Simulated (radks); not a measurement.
Values are calculated unless marked as measured or tabulated.
Task: The titanium ion Ti+, 21 electrons, occupied as [Ar] 3d2 4s0.5 4d0.5 (fractional occupations, a model configuration). Level of theory: Dirac Kohn-Sham, LDA (Slater exchange, Perdew-Wang correlation), spin-unpolarised, spherical densities, point nucleus; open shells fill j = l - 1/2 first (a radial shooting solver on a logarithmic mesh with Libxc functionals).

Spin-orbit splittings of the eigenvalues, e(l+1/2) - e(l-1/2), with zeta = 2 splitting/(2l+1) and mean radii in bohr:

shell  occ.  splitting (eV)  zeta (eV)  <r> j=l-1/2  <r> j=l+1/2
2p        6           5.758      3.839       0.2885       0.2912
3p        6          0.6651     0.4434        1.081        1.089
3d        2               ?          ?        1.484        1.488
4p        0         0.05304    0.03536        3.821        3.844
4d      0.5        0.003484   0.001394        6.439        6.445

Estimate the 3d splitting.

Result: 0.05013 eV (zeta = 0.02005 eV).
